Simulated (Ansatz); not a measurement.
ClH3OSiTe, SMILES [Te](Cl)O[SiH3].

Geometry: B3LYP-D3(BJ)/def2-SVP. The structure was generated by enumeration, and PubChem lists no compound with its InChIKey, so it may never have been made. The def2 effective core potentials stand for the cores of Te; spin–orbit coupling is left out. The values are those of a single conformer.

Two levels are set side by side: PBE/def2-SVPD (Ansatz, an electronic-structure program) and PBE0/def2-SVPD (Ansatz). Energy differences of separate SCF runs at the same geometry; the states with an electron removed or added have multiplicity 2 and 2. Differences are taken from unrounded values.

| quantity | PBE0 | PBE | PBE minus PBE0 |
|---|---|---|---|
| vertical ionisation energy (eV) | 8.66 | 8.40 | -0.26 |
| vertical electron affinity (eV) | 1.07 | 1.02 | -0.05 |
| vertical singlet–triplet gap (eV) | 1.65 | 1.60 | -0.05 |
